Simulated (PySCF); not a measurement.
# Polarisability and C₆ of Ag⁺ (silver, charge +1)

[Kr] 4d9 5s1, high-spin 3D determinant (an excited configuration). Computed with PySCF 2.14 in aug-cc-pVTZ-PP with one added diffuse shell each of s, p, d, f, g type with ECP28MDF (7s7p6d4f3g, 113 functions), with scalar relativity through the core potential. Coupled (time-dependent) response in atomic units; α is the mean over directions.

```json
{"method": "revPBE", "mean α (bohr³)": "23.95", "α xx, yy, zz": "24.22, 24.22, 23.42", "C₆ (like pair)": "150.3", "S(−4)": "361.3"}
```

S(−4) is the Cauchy moment in α(ω) = α(0) + S(−4) ω² + …

Spin-orbit coupling is absent.

α(iu) at revPBE:

```tsv
u (hartree)	α(iu) (bohr³)
0	23.95
0.0500	23.10
0.100	20.96
0.200	15.97
0.300	12.25
0.500	8.141
0.750	5.696
1.00	4.341
1.50	2.842
2.00	2.022
3.00	1.171
5.00	0.5243
```

A single London oscillator, α(iu) = α/(1 + u²/ω²), gives C₆ = (3/4) ω α². Matching the computed C₆ needs ω = 4 × 150.3 / (3 × 23.95²) = 0.349 hartree.

For an ion, C₆ is the dispersion term alone; charge-induced terms of lower order in 1/R come first.

The components differ because the open shell of this determinant is not spherical; for a pure term their mean is the scalar polarisability.

Energies and moments cover only the electrons outside the core potential.
